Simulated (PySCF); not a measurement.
Ligand exchange on a metal centre used in film growth or etching (Zn Cl-H). Isolated molecules, 0 K electronic values unless said otherwise.

Level of theory: PBE-D3(BJ)/def2-TZVP // BP86-D3(BJ)/def2-SVP (PySCF). 

```csv
species,HOMO–LUMO gap (eV)
0 of 2 Cl replaced by H ([Zn(Cl)2]),5.05
1 of 2 Cl replaced by H ([Zn(Cl)(H)]),6.12
2 of 2 Cl replaced by H ([Zn(H)2]),5.46
```
